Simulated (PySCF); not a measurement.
**Solvent effects on NMR parameters**

Cartesian coordinates in Å; atom numbers follow the order of the lines, from 1:
```xyz
19

C     2.916    0.748    0.056
C     1.860   -0.250   -0.315
O     1.991   -1.157   -1.094
O     0.718   -0.008    0.347
C    -0.396   -0.865    0.066
C    -1.070   -0.433   -1.239
O    -1.807    0.748   -1.015
Si   -2.197    0.980    0.606
C    -1.393   -0.627    1.197
H     3.102    0.711    1.139
H     2.563    1.763   -0.179
H     3.838    0.531   -0.495
H    -0.035   -1.903   -0.007
H    -0.318   -0.263   -2.024
H    -1.734   -1.247   -1.586
H    -1.595    2.236    1.139
H    -3.675    1.033    0.807
H    -2.145   -1.432    1.208
H    -0.892   -0.609    2.175
```

GIAO PBE0/pcSseg-1 in PySCF 2.14 on one PBE0-D3(BJ)/def2-SVP conformer, non-relativistic, equivalent nuclei averaged. Solvents enter as an IEF-PCM continuum (chloroform with ε = 4.7, water with ε = 78.4) around the gas-phase geometry. Shifts are referred to TMS computed in the same medium.

Gas phase, δ in ppm: C2 174.1, C5 75.3, C6 74.0, C1 22.2, C9 16.3, Si8 7.2, H16 5.07, H13 5.04, H17 5.02, H14 4.30, H15 3.59, H10/H11/H12 2.01, H19 1.08, H18 1.06. Dipole moment 2.20 D.

Task: How does each δ change in the continuum?

Result: 
```
      atoms                                                 environment  Δδ, chloroform  Δδ, water
         C2                                       ester carbonyl carbon            +3.5       +4.9
         C5                                          sp3 CH bonded to O            +0.9       +1.4
         C6                                         sp3 CH2 bonded to O            +0.7       +1.1
         C1                               methyl carbon α to a carbonyl            +1.0       +1.4
         C9                                        sp3 CH2 bonded to Si            +0.5       +0.7
        Si8           silicon bonded to C, O, 2 H, in a 5-membered ring            +1.1       +1.6
        H16  hydrogen on a silicon bonded to C, O, in a 5-membered ring           -0.04      -0.06
        H13                           hydrogen on an sp3 CH bonded to O           +0.04      +0.06
        H17  hydrogen on a silicon bonded to C, O, in a 5-membered ring           -0.03      -0.04
        H14                          hydrogen on an sp3 CH2 bonded to O           -0.04      -0.08
        H15                          hydrogen on an sp3 CH2 bonded to O           +0.13      +0.19
H10/H11/H12                 hydrogen on a methyl carbon α to a carbonyl           +0.13      +0.17
        H19                         hydrogen on an sp3 CH2 bonded to Si           +0.13      +0.18
        H18                         hydrogen on an sp3 CH2 bonded to Si           +0.26      +0.39
```

Changes are relative to the gas phase. The dipole moment becomes 2.64 D in chloroform, 2.85 D in water.

Task: Which nuclei move most (in ppm), and what does the model miss?

Result: C2 (ester carbonyl carbon, +4.9 ppm) in water. A continuum only polarises the solute; specific hydrogen bonds, the anisotropy of aromatic solvents and changes of geometry or conformer are outside it.
